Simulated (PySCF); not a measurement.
System: sum formula HfH3F (charge 0, singlet). 
Geometry from a B3LYP-D3(BJ)/def2-TZVP (Ansatz) optimisation:
SMILES: [F][HfH3]
```xyz
5

Hf    -0.1754    -0.0052    -0.0446
F      1.6561     0.0492     0.4210
H     -1.1669     0.7464     1.3271
H     -0.6793    -1.7692    -0.2972
H     -0.4270     0.9553    -1.6077
```

Dispersion corrections to the total energy (kcal/mol) from the dftd3 and dftd4 libraries through PySCF: D3(BJ) without and D4 with the three-body term, each with the damping fitted for the functional named.

```
functional  D3(BJ)     D4
----------  ------  -----
PBE          -1.13  -1.48
CAM-B3LYP    -1.03  -1.27
BLYP         -2.63    [?]
BP86         -2.11  -1.99
B2PLYP       -1.16    [?]
TPSSh        -1.37  -1.77
TPSS         -1.47    [?]
```

Task: What belongs in the gaps?

Result: 
- BLYP, D4: -3.13
- B2PLYP, D4: -1.01
- TPSS, D4: -1.96
